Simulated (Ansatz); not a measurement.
Input for Ansatz (a program for electronic structure): R-SVWN5/def2-TZVPP on C2H4F2 (SMILES FCCF).

Ansatz 0.2 input:
```yaml
crystal:
  periodic: [false, false, false]
  atoms:
    - {symbol: F, position_ang: [-1.35374919, 0.84894211, -0.75138631]}
    - {symbol: C, position_ang: [-0.74350900, -0.10792512, 0.05260927]}
    - {symbol: C, position_ang: [0.75179577, -0.00704527, -0.04399137]}
    - {symbol: F, position_ang: [1.21022214, 1.13578474, 0.60267447]}
    - {symbol: H, position_ang: [-1.06872486, -1.09462843, -0.28954993]}
    - {symbol: H, position_ang: [-1.07638833, 0.05374612, 1.08006158]}
    - {symbol: H, position_ang: [1.21114240, -0.87533441, 0.43715017]}
    - {symbol: H, position_ang: [1.06911107, 0.04646026, -1.08756787]}
basis:
  gaussian:
    orbitals: def2-TZVPP
hamiltonian:
  xc: {name: SVWN5}
scf: {lower_state_search: off}
```

Output:

```
WARN ansatz: RAYON_NUM_THREADS=4 ignored (pool sized by the plan → 4); use --threads N
Functional definition: SVWN5
these checks for a lower state are left out or cut short: stability, starts, cluster_reference, orbital_swaps, neighbouring_geometries, increment
integrals: 0.07 GiB planned
908 factors; their error is unknown
mean field: 0.63 GiB planned
mean field evaluation 1: about -7515.6056 eV, gradient 5.2e1 eV
mean field evaluation 2: about -7510.6355 eV, gradient 6.8e1 eV
mean field evaluation 4: about -7521.4848 eV, gradient 4.2e0 eV
mean field evaluation 8: about -7521.5106 eV, gradient 1.5e-1 eV
mean field evaluation 16: about -7521.4852 eV, gradient 4.3e-4 eV
mean field -7521.48522046 eV, -276.4094836062 hartree, gradient 2.3e-6 eV, S^2 0.000000; 0 other end points of the search recorded, 0 dependent functions left out
reference -7521.48524943 eV, -276.4094846708 hartree; 17, 17 occupied and 163, 163 virtual orbitals, 908 factors
Total energy: -7521.48524943 eV, -276.4094846708 hartree
Checks for a lower state left out: stability, starts, cluster_reference, orbital_swaps, neighbouring_geometries, increment
```

The calculation finished and met its thresholds.

Cost: about 2.0 core-seconds (a rough figure).
